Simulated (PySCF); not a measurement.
## From computed data to an observable: entropy of an ideal gas

F3Ge, SMILES [F][Ge]([F])[F] (connectivity only; charge and spin as stated), charge +1, multiplicity 1.

Geometry optimised at PBE-D3(BJ)/def2-SVP. The multiplicity is an assumed one; other spin states were not compared. The isomer is the one that the SMILES or the coordinates give; other isomers of the formula were not compared.

PBE-D3(BJ)/def2-SVP (PySCF) gives the harmonic wavenumbers 199, 199, 200, 712, 841, 841 cm⁻¹ and the rotational temperatures 0.3001, 0.3001, 0.1500 K. The molar mass is 129.63 g/mol, the symmetry number 6, the spin multiplicity 1.

Question: Work out the entropy at 298.15 K and 1 atm in the rigid-rotor, harmonic-oscillator model.

Answer: 
Translation (Sackur–Tetrode at 1 atm): S = R[1.5 ln M + 2.5 ln T − 1.16487] = 169.4 J/(mol K).
Rotation: q = (√π/σ) T^1.5/√(θA θB θC) = 13100, S = R[ln q + 3/2] = 91.3 J/(mol K).
Vibration: with u = 1.4388 ν/T, each mode gives R[u/(e^u − 1) − ln(1 − e^−u)]:
```tsv
ν (cm⁻¹)	modes	u	S (J/(mol K))
199	2	0.96	17.93
200	1	0.97	8.92
712	1	3.44	1.22
841	2	4.06	1.48
```
These are all the modes. Sum 29.6 J/(mol K).
Spin: R ln 1 = 0.0 J/(mol K).
Total 290.3 J/(mol K); the program's own thermochemistry gives 290.2. Translation makes up 58 % and vibration 10 %. Anharmonicity, hindered rotation and orbital degeneracy are left out.
